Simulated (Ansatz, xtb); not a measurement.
Relaxing a trial structure of CH4OSe+

The starting geometry of this gas-phase doublet was built from a drawn formula by distance geometry and a force field; its bonds are those of `[CH2][OH+][SeH]`.

| atom | x (Å) | y (Å) | z (Å) |
| --- | --- | --- | --- |
| C | -1.0469 | -0.8515 | -0.3860 |
| O | -1.4123 | -0.0975 | 0.7023 |
| Se | -1.6066 | -1.2027 | 2.1371 |
| H | -1.8818 | -1.5390 | -0.6844 |
| H | -0.0762 | -1.3951 | -0.1914 |
| H | -0.6433 | 0.5149 | 0.9449 |
| H | -3.0497 | -0.7728 | 2.3379 |

Task: Where would you expect an optimisation with r2SCAN-D4/def2-SVP to take it?

Result: A bond breaks, giving a structure with H6 bridging O2 and Se3, given below by its coordinates. Distances that change by over a tenth: C1–O2 (1.37 → 1.23 Å), O2–H6 (1.01 → 1.13 Å), Se3–H6 (2.30 → 1.93 Å). Contacts that open: O2–Se3 (1.82 → 3.06 Å).

The energy falls by 2.25 eV over 32 steps:

| step | E − E(last) (eV) |
| --- | --- |
| 1 | 2.249 |
| 4 | 1.373 |
| 8 | 0.635 |
| 11 | 0.557 |
| 15 | 0.257 |
| 18 | 0.038 |
| 22 | 0.002 |
| 25 | 0.001 |
| 29 | 0.000 |
| 32 | 0.000 |

Final geometry (Å):

```
atom    x (Å)    y (Å)    z (Å)
   C  -0.8441  -0.8997  -0.6466
   O  -1.8394  -0.5908   0.0108
  Se  -1.5438  -0.7644   3.0492
   H  -0.9134  -0.8489  -1.7466
   H   0.0967  -1.2200  -0.1581
   H  -1.7172  -0.6593   1.1313
   H  -2.9556  -0.3605   3.2204
```

From the same start GFN2-xTB ends elsewhere, in pieces: CH3O + HSe.

The end wasn't checked by frequencies. Open shells are spin-unrestricted. Run with Ansatz 0.2.0, 4.9 min on 1 thread of Arm Neoverse V1 (shared host).
